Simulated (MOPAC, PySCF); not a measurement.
Dissociation curve of SMILES [AlH3-][OH2+] (H₅AlO). The Al1–O5 bond (Al1 also carries H, H, H; O5 carries H, H) is varied alone, starting from the PBE0/def2-TZVP optimised geometry.

Levels of theory: UKS-B3LYP/6-31G* = unrestricted B3LYP/6-31G*, spherical d in PySCF; RKS-B3LYP/6-311+G** = restricted B3LYP/6-311+G**, spherical d (PySCF); RKS-B3LYP/6-31G* = restricted B3LYP/6-31G*, spherical d in PySCF; PM7, restricted, heats of formation (MOPAC).

Energies are in eV, each relative to the lowest point of its own curve near equilibrium.

```
R / Å  UKS-B3LYP/6-31G*  RKS-B3LYP/6-311+G**  RKS-B3LYP/6-31G*    PM7
-----  ----------------  -------------------  ----------------  -----
1.52              2.489                2.508             2.489  3.435
1.61              1.420                1.445             1.420  1.985
1.73              0.592                0.622             0.592  0.817
1.82              0.259                0.287             0.259  0.340
1.92              0.070                0.091             0.070  0.078
1.99              0.013                0.026             0.013      …
2.03              0.000                    …             0.000  0.000
2.09              0.000                0.000             0.000  0.017
2.18              0.033                0.019             0.033      …
2.22              0.056                    …             0.056  0.133
2.34              0.142                0.102             0.142  0.284
2.54              0.307                0.236             0.307  0.532
2.73              0.456                0.359             0.456  0.714
3.02              0.644                0.514             0.644  0.882
3.32              0.790                0.629             0.790  0.973
3.70              0.916                0.723             0.916  1.043
4.08              1.000                0.780             1.000  1.092
4.45              1.057                0.814             1.057      —
4.92              1.105                    …             1.105      —
5.52              1.138                    …             1.138      —
6.12              1.153                0.873             1.153      —
```

Problem. Some entries are withheld; supply them.

Solution. 
- 1.99, PM7: 0.009
- 2.03, RKS-B3LYP/6-311+G**: 0.008
- 2.18, PM7: 0.090
- 2.22, RKS-B3LYP/6-311+G**: 0.035
- 4.92, RKS-B3LYP/6-311+G**: 0.841
- 5.52, RKS-B3LYP/6-311+G**: 0.861

Dashes: no converged value, or the column stops at the first point that the program doubted or that broke a chosen test of continuity, which isn't proof of a fault.
